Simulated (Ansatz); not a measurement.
Stepwise reaction of `[OH][Sn]([OH])([OH])[OH]` with hydrogen chloride, as a gas-phase model of exchange steps in deposition or etching. ΔE in kJ/mol; ΔG adds harmonic PBE0-D4 terms to CCSD(T)/CBS, at 1 bar.

Isolated molecules relaxed with PBE0-D4/def2-TZVP in Ansatz; ΔE leaves out vibrations. CCSD(T)/CBS is the MP2 limit (def2-TZVPP, def2-QZVPP) plus CCSD(T) − MP2 in def2-TZVPP, frozen cores. This one scheme is used for every species. Functionals use def2-TZVPP. B3LYP here is the variant with VWN-RPA as its local correlation; programs differ in this. Elements past krypton have def2 core potentials. For Sn outer-core shells are correlated without core-valence functions, which leaves a few kJ/mol of doubt a bond. Each species was taken in one conformer, which may not be the lowest.

| step | reaction | PBE-D4 | B3LYP-D4 | ωB97M-V | CCSD(T)/CBS | ΔG(600 K) |
| --- | --- | --- | --- | --- | --- | --- |
| 1 | `[OH][Sn]([OH])([OH])[OH]` + HCl → `[OH][Sn]([OH])([OH])[Cl]` + H₂O | -62.8 | -63.1 | -62.3 | -61.9 | -63.2 |
| 2 | `[OH][Sn]([OH])([OH])[Cl]` + HCl → `[OH][Sn]([OH])([Cl])[Cl]` + H₂O | -61.2 | -62.2 | -61.4 | -61.5 | -56.0 |

Task: By hand: ΔE of the 2 steps together at CCSD(T)/CBS.

Result: (-61.9) + (-61.5) = -123.4 kJ/mol, or -61.7 kJ/mol a step.

In ΔE the steps differ by no more than 0.4 kJ/mol. All are downhill at CCSD(T)/CBS. ΔG lies between -63.2 and -56.0 kJ/mol a step. PBE-D4 differs from CCSD(T)/CBS by -0.9 to 0.3 kJ/mol a step. Isolated molecules leave out the surface, adducts and barriers. Largest T1 diagnostic: 0.015.
